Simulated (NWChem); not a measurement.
The numbers come from NWChem runs, not from measurements. System: F4Sn, charge 0, spin multiplicity 1, at a geometry optimised with PBE/def2-SVP with def2 effective core potentials on Sn. The structure started from a generated list of species. Level: evGW0@PBE0/def2-SVPD with def2 effective core potentials on Sn, RI basis def2-svpd-rifit, 6 cycles, no spin-orbit coupling.

Job file:

```
start mol
memory heap 200 mb stack 700 mb global 1700 mb
geometry units angstroms nocenter noautoz
  F      0.000000    -1.574507     1.113377
  Sn     0.000000     0.000000    -0.000001
  F      0.000000     1.574507     1.113377
  F      1.574508     0.000000    -1.113373
  F     -1.574508     0.000000    -1.113373
  symmetry group C2v
end
basis spherical
  * library def2-svpd
end
ecp
  Sn library def2-ecp
end
basis "ri basis" bse spherical
  * library def2-svpd-rifit
end
dft
  xc pbe0
  iterations 100
  direct
  tolerances tight
end
task dft energy
gw
  evgw0 6
  states alpha occ -1 vir -1
end
task dft gw
```

Part of the output:

```
             Northwest Computational Chemistry Package (NWChem) 7.3.0
             --------------------------------------------------------

                                NWChem Input Module
                                -------------------

 Scaling coordinates for geometry "geometry" by  1.889725989
 (inverse scale =  0.529177249)

 Turning off AUTOSYM since
 SYMMETRY directive was detected!

                             Geometry "geometry" -> ""
                             -------------------------

 Output coordinates in angstroms (scale by  1.889725989 to convert to a.u.)

  No.       Tag          Charge          X              Y              Z
 ---- ---------------- ---------- -------------- -------------- --------------
    1 F                    9.0000     0.00000000    -1.57450700     1.11337700
    2 Sn                  50.0000     0.00000000     0.00000000    -0.00000100
    3 F                    9.0000     0.00000000     1.57450700     1.11337700
    4 F                    9.0000     1.57450800     0.00000000    -1.11337300
    5 F                    9.0000    -1.57450800     0.00000000    -1.11337300

 Effective nuclear repulsion energy (a.u.)     575.6152055277

            Nuclear Dipole moment (a.u.)
            ----------------------------
        X                 Y               Z
 ---------------- ---------------- ----------------
     0.0000000000     0.0000000000     0.0000415740

      Symmetry information
      --------------------

 Group name             C2v
 Group number             16
 Group order               4
 No. of unique centers     3

      Symmetry unique atoms

     1    2    4


 Summary of "ao basis" -> "" (spherical)
 ------------------------------------------------------------------------------
       Tag                 Description            Shells   Functions and Types
 ---------------- ------------------------------  ------  ---------------------
 *                         def2-svpd                  on all atoms

 Summary of "ri basis" -> "" (spherical)
 ------------------------------------------------------------------------------
       Tag                 Description            Shells   Functions and Types
 ---------------- ------------------------------  ------  ---------------------
 *                      def2-svpd-rifit               on all atoms

                                 NWChem DFT Module
                                 -----------------

 Summary of "ao basis" -> "ao basis" (spherical)
 ------------------------------------------------------------------------------
       Tag                 Description            Shells   Functions and Types
 ---------------- ------------------------------  ------  ---------------------
 F                         def2-svpd                 9       23   4s3p2d
 Sn                        def2-svpd                12       32   5s4p3d

 Summary of "ao basis" -> "ao basis" (spherical)
 ------------------------------------------------------------------------------
       Tag                 Description            Shells   Functions and Types
 ---------------- ------------------------------  ------  ---------------------
 F                         def2-svpd                 9       23   4s3p2d
 Sn                        def2-svpd                12       32   5s4p3d

      Symmetry analysis of basis
      --------------------------

        a1         47
        a2         17
        b1         30
        b2         30

            General Information
            -------------------
          SCF calculation type: DFT
          Wavefunction type:  closed shell.
          No. of atoms     :     5
          No. of electrons :    58
           Alpha electrons :    29
            Beta electrons :    29
          Charge           :     0
          Spin multiplicity:     1
          Use of symmetry is: on ; symmetry adaption is: on
          Maximum number of iterations: 100
          This is a Direct SCF calculation.
          AO basis - number of functions:   124
                     number of shells:    48
          Convergence on energy requested:  1.00D-06
          Convergence on density requested:  1.00D-05
          Convergence on gradient requested:  5.00D-04

              XC Information
              --------------
                         PBE0 Method XC Functional
                     Hartree-Fock (Exact) Exchange  0.250
          PerdewBurkeErnzerhof Exchange Functional  0.750
            Perdew 1991 LDA Correlation Functional  1.000 local
           PerdewBurkeErnz. Correlation Functional  1.000 non-local

             Grid Information
             ----------------
          Grid used for XC integration:  medium
          Radial quadrature: Mura-Knowles
          Angular quadrature: Lebedev.
          Tag              B.-S. Rad. Rad. Pts. Rad. Cut. Ang. Pts.
          ---              ---------- --------- --------- ---------
          F                   0.50       49          11.0       434
          Sn                  1.45      123           9.0       590
          Grid pruning is: on
          Number of quadrature shells:   221
          Spatial weights used:  Erf1

          Convergence Information
          -----------------------
          Convergence aids based upon iterative change in
          total energy or number of iterations.
          Levelshifting, if invoked, occurs when the
          HOMO/LUMO gap drops below (HL_TOL):  1.00D-02
          DIIS, if invoked, will attempt to extrapolate
          using up to (NFOCK): 10 stored Fock matrices.

                    Damping( 0%)  Levelshifting(0.5)       DIIS
[...]
@GW        30         -1.133           0.000
@GW        31          2.533           0.000
@GW        32          2.532           0.000
@GW        33          2.532           0.000
@GW        34          2.287           0.000
@GW        35          3.976           0.000
@GW        36          3.973           0.000
@GW        37          3.973           0.000
@GW        38          4.502           0.000
@GW        39          4.502           0.000
@GW        40          6.064           0.000
@GW        41          6.066           0.000
@GW        42          6.066           0.000
@GW        43          6.384           0.000
@GW        44          7.771           0.000
@GW        45          7.772           0.000
@GW        46          7.772           0.000
@GW        47          8.220           0.000
@GW        48          8.220           0.000
@GW        49          8.220           0.000
@GW        50         10.259           0.000
@GW        51         10.655           0.000
@GW        52         10.655           0.000
@GW        53         11.681           0.000
@GW        54         11.681           0.000
@GW        55         11.681           0.000
@GW        56         13.695           0.000
@GW        57         13.694           0.000
@GW        58         13.443           0.000
@GW        59         13.443           0.000
@GW        60         13.443           0.000
@GW        61         15.398           0.000
@GW        62         17.634           0.000
@GW        63         17.636           0.000
@GW        64         17.636           0.000
@GW        65         18.874           0.000
@GW        66         18.874           0.000
@GW        67         18.874           0.000
@GW        68         20.255           0.000
@GW        69         20.258           0.000
@GW        70         22.660           0.000
@GW        71         22.658           0.000
@GW        72         22.658           0.000
@GW        73         24.626           0.000
@GW        74         24.624           0.000
@GW        75         24.624           0.000
@GW        76         25.436           0.000
@GW        77         25.436           0.000
@GW        78         25.436           0.000
@GW        79         26.536           0.000
@GW        80         28.010           0.000
@GW        81         27.989           0.000
@GW        82         27.988           0.000
@GW        83         30.108           0.000
@GW        84         30.108           0.000
@GW        85         41.132           0.000
@GW        86         41.121           0.000
@GW        87         41.121           0.000
@GW        88         43.749           0.000
@GW        89         43.748           0.000
@GW        90         43.747           0.000
@GW        91         49.216           0.000
@GW        92         49.217           0.000
@GW        93         53.753           0.000
@GW        94         53.634           0.000
@GW        95         54.518           0.000
@GW        96         54.519           0.000
@GW        97         54.519           0.000
@GW        98         58.521           0.000
@GW        99         58.520           0.000
@GW       100         58.519           0.000
@GW       101         95.094           0.000
@GW       102         95.093           0.000
@GW       103         95.453           0.000
@GW       104         95.450           0.000
@GW       105         95.450           0.000
@GW       106         95.713           0.000
@GW       107         95.713           0.000
@GW       108         95.713           0.000
@GW       109         96.154           0.000
@GW       110         96.154           0.000
@GW       111         96.220           0.000
@GW       112         96.676           0.000
@GW       113         96.676           0.000
@GW       114         96.675           0.000
@GW       115         98.092           0.000
@GW       116         98.091           0.000
@GW       117         98.091           0.000
@GW       118         98.772           0.000
@GW       119         98.772           0.000
@GW       120         98.772           0.000
@GW       121        442.382           0.000
@GW       122        442.381           0.000
@GW       123        442.383           0.000
@GW       124       1432.411           0.000

  *** G5W0

          Solving quasiparticle equations

                  Alpha Orbitals
          State     Energy (eV)     Error (eV)
          -----------------------------------
@GW         1       -694.650           0.000
@GW         2       -694.650           0.000
@GW         3       -694.650           0.000
@GW         4       -694.650           0.000
@GW         5       -157.984           0.000
@GW         6       -108.866           0.000
@GW         7       -108.866           0.000
@GW         8       -108.867           0.000
@GW         9        -36.624           0.000
@GW        10        -36.624           0.000
@GW        11        -36.624           0.000
@GW        12        -35.593           0.000
@GW        13        -35.646           0.000
@GW        14        -35.644           0.000
@GW        15        -34.116           0.000
@GW        16        -34.116           0.000
@GW        17        -34.118           0.000
@GW        18        -18.586           0.000
@GW        19        -16.112           0.000
@GW        20        -16.112           0.000
@GW        21        -16.112           0.000
@GW        22        -15.101           0.000
@GW        23        -15.101           0.000
@GW        24        -14.847           0.000
@GW        25        -14.847           0.000
@GW        26        -14.847           0.000
@GW        27        -14.816           0.000
@GW        28        -14.816           0.000
@GW        29        -14.814           0.000
@GW        30         -1.133           0.000
@GW        31          2.533           0.000
@GW        32          2.532           0.000
@GW        33          2.532           0.000
@GW        34          2.287           0.000
@GW        35          3.976           0.000
@GW        36          3.973           0.000
@GW        37          3.973           0.000
@GW        38          4.502           0.000
@GW        39          4.502           0.000
@GW        40          6.064           0.000
@GW        41          6.066           0.000
@GW        42          6.066           0.000
@GW        43          6.384           0.000
@GW        44          7.771           0.000
@GW        45          7.772           0.000
@GW        46          7.772           0.000
@GW        47          8.220           0.000
@GW        48          8.220           0.000
@GW        49          8.220           0.000
@GW        50         10.259           0.000
@GW        51         10.655           0.000
@GW        52         10.655           0.000
@GW        53         11.681           0.000
@GW        54         11.681           0.000
@GW        55         11.681           0.000
@GW        56         13.695           0.000
@GW        57         13.694           0.000
@GW        58         13.443           0.000
@GW        59         13.443           0.000
@GW        60         13.443           0.000
@GW        61         15.398           0.000
@GW        62         17.634           0.000
@GW        63         17.636           0.000
@GW        64         17.636           0.000
@GW        65         18.873           0.000
@GW        66         18.873           0.000
@GW        67         18.874           0.000
@GW        68         20.255           0.000
@GW        69         20.258           0.000
@GW        70         22.660           0.000
@GW        71         22.658           0.000
@GW        72         22.658           0.000
@GW        73         24.626           0.000
@GW        74         24.623           0.000
@GW        75         24.623           0.000
@GW        76         25.436           0.000
@GW        77         25.436           0.000
@GW        78         25.436           0.000
@GW        79         26.536           0.000
@GW        80         28.010           0.000
@GW        81         27.989           0.000
@GW        82         27.987           0.000
@GW        83         30.108           0.000
@GW        84         30.108           0.000
@GW        85         41.132           0.000
@GW        86         41.120           0.000
@GW        87         41.121           0.000
@GW        88         43.749           0.000
@GW        89         43.748           0.000
@GW        90         43.747           0.000
@GW        91         49.216           0.000
@GW        92         49.217           0.000
@GW        93         53.753           0.000
@GW        94         53.634           0.000
@GW        95         54.518           0.000
@GW        96         54.519           0.000
@GW        97         54.519           0.000
@GW        98         58.521           0.000
@GW        99         58.520           0.000
@GW       100         58.519           0.000
@GW       101         95.094           0.000
@GW       102         95.093           0.000
@GW       103         95.453           0.000
@GW       104         95.450           0.000
@GW       105         95.450           0.000
@GW       106         95.713           0.000
@GW       107         95.713           0.000
@GW       108         95.713           0.000
@GW       109         96.154           0.000
@GW       110         96.154           0.000
@GW       111         96.220           0.000
@GW       112         96.676           0.000
@GW       113         96.676           0.000
@GW       114         96.676           0.000
@GW       115         98.092           0.000
@GW       116         98.091           0.000
@GW       117         98.091           0.000
@GW       118         98.772           0.000
@GW       119         98.772           0.000
@GW       120         98.772           0.000
@GW       121        442.382           0.000
@GW       122        442.381           0.000
@GW       123        442.383           0.000
@GW       124       1432.411           0.000

     GW Timing Statistics
   ------------------------
   Init.   :          0.0s
     ERIs  :          0.7s
     Distr.:          0.0s
     Vxc   :          0.5s
   Sigma_x :          0.0s
   RPA     :          1.9s
   Wmn     :          3.2s
   Sigma_c :          2.3s
   GW total:          8.8s

 Task  times  cpu:        8.8s     wall:        8.8s

 Total times  cpu:       12.1s     wall:       12.1s
```
